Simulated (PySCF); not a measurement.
Species: C₈H₂₄GaN₄ (charge -1).
Numbering: `[CH3:1][N:2]([CH3:3])[Ga-:4]([N:5]([CH3:6])[CH3:7])([N:8]([CH3:9])[CH3:10])[N:11]([CH3:12])[CH3:13]` (hydrogens: H14, H15, H16 on C1; H17, H18, H19 on C3; H20, H21, H22 on C6; H23, H24, H25 on C7; H26, H27, H28 on C9; H29, H30, H31 on C10; H32, H33, H34 on C12; H35, H36, H37 on C13)

Computed with PBE0-D3(BJ)/def2-SVP geometry optimisation, gas phase (PySCF).

Entries marked ? are missing. Bonds in one row agree within 0.01 Å.

```csv
coordinate,value
C1–N2 and 7 like bonds,?
N2–Ga4 and 3 like bonds,?
C1–H14 and 7 like bonds,1.102 Å
C1–H15 and 15 like bonds,1.119 Å
C1–N2–C3,?
C1–N2–Ga4,?
N2–Ga4–N5,?
N2–Ga4–N8,?
N8–Ga4–N11,?
C6–N5–C7,?
```

Estimate the withheld lengths and angles.

- C1–N2 and 7 like bonds = 1.426 Å, drawn single (ends: N-methyl carbon; nitrogen bonded to 2 C and Ga); 0.04 Å below the sum of covalent radii, 1.47 Å.
- N2–Ga4 and 3 like bonds = 1.917 Å, drawn single (ends: nitrogen bonded to 2 C and Ga; gallium bonded to 4 N); 0.01 Å below the sum of covalent radii, 1.93 Å.
- C1–N2–C3 = 112.5°, at the nitrogen bonded to 2 C and Ga; the outer atoms are 2.371 Å apart.
- C1–N2–Ga4 = 119.6°, at the nitrogen bonded to 2 C and Ga; the outer atoms are 2.899 Å apart.
- N2–Ga4–N5 = 116.4°, at the gallium bonded to 4 N; the outer atoms are 3.259 Å apart.
- N2–Ga4–N8 = 106.0°, at the gallium bonded to 4 N; the outer atoms are 3.061 Å apart.
- N8–Ga4–N11 = 116.6°, at the gallium bonded to 4 N; the outer atoms are 3.263 Å apart.
- C6–N5–C7 = 112.3°, at the nitrogen bonded to 2 C and Ga; the outer atoms are 2.370 Å apart.

Radii are Cordero's, carbon taken as 0.76, 0.73 or 0.69 Å for four, three, and two or fewer neighbours.

No PBE0-D3(BJ)/def2-SVP frequencies stand behind this structure, so it isn't proved a minimum. Torsions: C1–N2–Ga4–N5 -74°, N2–Ga4–N5–C6 -73°, N2–Ga4–N8–C9 -45°, N2–Ga4–N11–C12 -169°.

One conformer stands for the species.
